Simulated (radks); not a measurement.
Q: Successive ionisation energies (eV) of one element, from differences of total energies of ions in their ground configurations, starting at charge 0: 6.219, 21.197, 30.594, 51.065, 66.498, 82.778, 99.819, 117.55, 135.93, 158.39. Method: Dirac Kohn-Sham, LDA (Slater exchange, Perdew-Wang correlation), spin-unpolarised, spherical densities, point nucleus; open shells fill j = l - 1/2 first; computed with a radial shooting solver on a logarithmic mesh with Libxc functionals. Which element is it?

A: Thallium (Z = 81). The first species listed is Tl in [Hg] 6p1, the last Tl9+ in [Xe] 4f14 5d4.
